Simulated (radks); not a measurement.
The numbers below are computed, except where a source is named.
Q: Re, 75 electrons, occupied as [Xe] 4f14 5d5 6s2. Level of theory: scalar-relativistic Kohn-Sham, PBEsol, spin-polarised, spherical densities, finite nucleus; open shells are filled with parallel spins first (spin-orbit coupling, left out, can overturn this in heavy ions); Fermi nuclear charge, rms radius 5.3698 fm; hard spherical wall at 12 bohr (a radial shooting solver on a logarithmic mesh with Libxc functionals). Some entries of the table are withheld. Estimate them.

orbital,occ.,eigenvalue (hartree),r(max) (bohr)
1s down,1,-2631.609,0.01125
1s up,1,-2631.609,0.01125
2s up,1,-456.3036,0.06455
2s down,1,-456.2952,0.06455
2p up,3,-398.3665,0.05303
2p down,3,-398.3597,0.05303
3s up,1,-105.6224,0.1821
3s down,1,-105.6195,0.1821
3p up,3,-88.53107,0.1804
3p down,3,-88.52778,0.1804
3d up,5,-69.11556,0.1469
3d down,5,-69.10976,0.1469
4s up,1,-22.01798,0.4127
4s down,1,-22.01021,0.4127
4p up,3,-16.40891,0.4331
4p down,3,-16.40151,0.4331
4d up,5,-9.36436,0.4433
4d down,5,-9.35549,0.4433
5s up,1,-3.15111,0.9393
5s down,1,-3.07808,0.9350
5p up,3,-1.75743,1.064
5p down,3,-1.66182,1.056
4f up,7,-1.54721,0.4167
4f down,7,-1.53012,0.4165
6s up,1,-0.24291,2.515
5d up,5,-0.23626,1.428
6s down,1,-0.17764,2.672
5d down,0,-0.12693,1.416
6p up,0,-0.05609,(1)
6p down,0,-0.03037,(2)
7s up,0,(3),(4)
7s down,0,(5),(6)
5f down,0,0.12980,8.058
5f up,0,0.13119,7.946

A: 
(1) 6p up r(max) (bohr): 3.468
(2) 6p down r(max) (bohr): 3.907
(3) 7s up eigenvalue (hartree): 0.02760
(4) 7s up r(max) (bohr): 7.117
(5) 7s down eigenvalue (hartree): 0.03527
(6) 7s down r(max) (bohr): 7.507
